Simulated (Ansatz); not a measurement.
Frontier orbitals of B2F4, SMILES `FB(F)B(F)F`.

Cartesian coordinates in Å:
```
F -0.502 0.932 -1.594
B -0.672 0.310 -0.447
F -1.905 0.177 -0.009
B 0.672 -0.310 0.447
F 0.502 -0.934 1.592
F 1.905 -0.175 0.010
```

Charge 0, multiplicity 1. Geometry: relaxed with PBE0-D4/def2-TZVP. It is one conformer, not always the lowest. Basis def2-TZVPP, Ansatz 0.2.0.

```tsv
functional	HOMO (eV)	LUMO (eV)	gap (eV)
LDA (SPW92)	-8.56	-3.58	4.98
PBE	-8.37	-3.25	5.12
BLYP	-8.32	-3.13	5.19
r2SCAN	-8.76	-3.04	5.72
PBE0	-10.07	-2.32	7.75
B3LYP	-9.86	-2.56	7.30
LC-ωPBE	-12.91	0.13	13.04
ωB97M-V	-12.39	-0.17	12.22
```

From PBE to PBE0 the HOMO moves by −1.71 eV and the LUMO by +0.93 eV, and with ωB97M-V by −4.02 and +3.08 eV, so the gap grows from 5.12 to 12.22 eV with exact exchange.

B3LYP here is the variant with VWN-RPA as its local correlation; programs differ in this. LC-ωPBE has ω = 0.4 bohr⁻¹.
